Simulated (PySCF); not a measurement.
# Vertical excitation energies

Species: CH8O3Si3.
SMILES: `O=C(O)[SiH2][SiH2]O[SiH3]`

Theory: TDDFT B3LYP/def2-SVPD, vertical, gas phase, core orbitals frozen in the response (PySCF 2.14.0, density-fitted response routines). One conformer (not necessarily the lowest) at the GFN2-xTB geometry, without solvent, vibrations or thermal averaging. Torsions of this conformer, `[O:1]=[C:2]([OH:3])[SiH2:4][SiH2:5][O:6][SiH3:7]`: O1–C2–Si4–Si5 -84°, C2–Si4–Si5–O6 -175°, H–O3–C2–O1 -1°.

Question: Predict the UV-vis stick spectrum at this level.

Answer: 

```json
{"state": "S1", "E (eV)": "4.92", "E (hartree)": "0.1809", "f": "0.014", "main configurations (H = HOMO, L = LUMO)": "H→L (65%), H→L+1 (24%)"}
{"state": "S2", "E (eV)": "5.76", "E (hartree)": "0.2116", "f": "0.023", "main configurations (H = HOMO, L = LUMO)": "H→L+1 (67%), H→L (28%)"}
{"state": "S3", "E (eV)": "6.05", "E (hartree)": "0.2223", "f": "0.014", "main configurations (H = HOMO, L = LUMO)": "H-1→L (89%)"}
{"state": "S4", "E (eV)": "6.33", "E (hartree)": "0.2326", "f": "0.0010", "main configurations (H = HOMO, L = LUMO)": "H-2→L (89%), H-2→L+1 (9%)"}
{"state": "S5", "E (eV)": "6.46", "E (hartree)": "0.2372", "f": "0.0096", "main configurations (H = HOMO, L = LUMO)": "H→L+2 (94%)"}
{"state": "S6", "E (eV)": "6.57", "E (hartree)": "0.2413", "f": "0.127", "main configurations (H = HOMO, L = LUMO)": "H-1→L+1 (82%)"}
{"state": "S7", "E (eV)": "6.73", "E (hartree)": "0.2472", "f": "0.176", "main configurations (H = HOMO, L = LUMO)": "H→L+3 (82%)"}
{"state": "S8", "E (eV)": "6.87", "E (hartree)": "0.2524", "f": "0.0091", "main configurations (H = HOMO, L = LUMO)": "H-2→L+1 (88%), H-2→L (9%)"}
```

Triplets, Tamm–Dancoff:

```tsv
state	E (eV)	λ (nm)	main configurations (H = HOMO, L = LUMO)
T1	4.30	288.1	H→L (63%), H→L+1 (28%)
T2	5.31	233.5	H→L+1 (37%), H-1→L (29%), H→L (26%)
T3	5.60	221.3	H-3→L (39%), H-3→L+1 (24%), H-1→L (12%)
```

The lowest singlet lies at 4.92 eV (252 nm, ultraviolet) and is weak; its leading configuration is HOMO→LUMO (65%). The most intense listed level is S7 at 6.73 eV (184 nm, f = 0.176), 1.81 eV above S1. Löwdin shares by element: HOMO oxygen 56% or more, silicon 13% or more, carbon 12% (atoms not listed hold the other 19%); LUMO silicon 34% or more, carbon 18%, oxygen 14% or more (atoms not listed hold the other 33%). Weighted by f, the mean energy of these states is 6.52 eV. Of the 8 states listed, 5 reach f = 0.01 and none stays under 0.0005. The oscillator strengths of these states sum to 0.374; summed over the whole spectrum of an exact calculation they would give the number of electrons, 80 (Thomas–Reiche–Kuhn). Singlets were solved by full linear response, triplets in the Tamm–Dancoff approximation.

The run took 76 s on Arm Neoverse N1, one thread, no GPU, shared host, and the process peaked at 0.91 GiB of memory.
